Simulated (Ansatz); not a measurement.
Cost and result for the atomization energy of ClH$_{7}$N$_{2}$Si$_{2}$ (`N[SiH2][SiH](N)Cl`) (12 atoms, 11 bonds).

Cartesian coordinates in Å:
```
N -0.5277 0.2785 -1.8746
Si -0.4575 -1.0395 -0.7607
Si 0.6992 -0.1698 1.0734
N -0.2294 1.0692 1.7860
Cl 2.5102 0.4920 0.2467
H 0.3391 0.7327 -2.1207
H -1.1376 0.2219 -2.6753
H 0.2288 -2.2791 -1.2392
H -1.8563 -1.4143 -0.4189
H 1.1036 -1.1114 2.1445
H 0.0600 1.5087 2.6453
H -0.7324 1.7111 1.1935
```

Charge 0, multiplicity 1. Geometry: relaxed with PBE0-D4/def2-TZVP. It is one conformer, not always the lowest. Program: Ansatz. All runs use 4 threads of an Arm Neoverse V1 on a shared host. Times are those of one run each, without the atoms' runs, and a repeat can differ threefold. Electronic energies, without spin–orbit coupling; frozen cores. CCSD(T)/CBS adds CCSD(T) − MP2 in def2-TZVPP to the MP2 limit, and its time is that of the two runs behind it. T1 = 0.011. B3LYP takes the VWN-RPA correlation (the form of Gaussian; ORCA's B3LYP/G).

CCSD(T)/CBS is a level of theory with its own doubt, some kJ/mol a heavy atom from the limit and from the frozen cores, so smaller differences don't rank the functionals.

```tsv
level	functions	wall time	atomization (kcal/mol)	difference from CCSD(T)/CBS	per bond
PBE-D4/def2-TZVPP (with forces)	286	3.2 s	949.1	5.6	0.5
PBE0-D4/def2-TZVPP	286	4.2 s	935.8	-7.7	-0.7
r2SCAN-D4/def2-TZVPP (with forces)	286	6.5 s	937.9	-5.6	-0.5
B3LYP-D4/def2-TZVPP (with forces)	286	7 s	943.3	-0.2	0.0
B2PLYP/def2-TZVPP	286	7 s	928.4	-15.1	-1.4
ωB97X-V/def2-TZVPP	286	11 s	950.3	6.8	0.6
ωB97M-V/def2-TZVPP (with forces)	286	15 s	946.5	3.0	0.3
MP2/def2-QZVPP	534	29 s	938.0	-5.5	-0.5
CCSD(T)/def2-TZVPP	286	3.9 min	910.7	-32.8	-3.0
CCSD(T)/CBS(def2)	–	4.4 min	943.5	0.0	0.0
```

In def2-TZVPP, CCSD(T) changes the Hartree–Fock value by +245.6 kcal/mol (the triples alone add +13.1 kcal/mol) and MP2 by +253.3 kcal/mol; breaking electron pairs costs correlation energy, which Hartree–Fock lacks. The D4 term adds +12.0 kcal/mol with B3LYP and +6.4 kcal/mol with PBE0; it sums over pairs of atoms, weighted by their polarisabilities, and B3LYP, whose exchange is more repulsive, gets the larger term. From PBE to PBE0 (25 % exact exchange), in def2-TZVPP and without D4, the atomization energy moves by −12.2 kcal/mol: exact exchange takes away binding that semilocal exchange gives to molecules.
